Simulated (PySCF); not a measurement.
Ga(I)(OH)2, SMILES [OH][Ga]([OH])[I] (H2GaIO2) (PBE0/def2-SVP optimised geometry):

```
6

Ga    -0.176    -0.289     0.000
I     -1.387     1.861     0.000
O      1.594    -0.289     0.000
H      1.963    -1.180     0.005
O     -1.001    -1.861     0.000
H     -1.963    -1.809    -0.002
```

Method: PBE0/def2-TZVP, def2 effective core potentials past Kr run with PySCF.

Q: What are the frontier orbital energies and the dipole moment?

A: HOMO-2 -9.12 eV, HOMO-1 -8.09 eV, HOMO -7.99 eV, LUMO -1.45 eV, LUMO+1 -0.57 eV; dipole moment 1.37 D.
